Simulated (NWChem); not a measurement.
# Lowest excitation of BrClSi

```xyz
3

Si    -1.0962    -0.5090     0.0000
Cl     0.2182    -2.1341     0.0000
Br     0.3325     1.2401     0.0000
```
Charge 0, spin multiplicity 1.

The numbers come from NWChem runs, not from measurements. The geometry was optimised at PBE0/def2-SVP, a minimum by its harmonic frequencies.

Basis set: def2-SVPD.

The Hamiltonian is non-relativistic. The correlated methods keep 19 core orbitals frozen. B3LYP has NWChem's definition, with VWN1-RPA local correlation. The structure started from a generated list of species. No row is a measurement; the coupled-cluster row has its own basis-set and correlation limits.

Problem. For the lowest vertical singlet excitation energy, TD-PBE gives 3.40 eV and EOM-CCSD gives 3.74 eV. What do TDA-PBE0, TD-B3LYP, CIS give?

Solution. TDA-PBE0: 3.70 eV; TD-B3LYP: 3.55 eV; CIS: 4.01 eV.
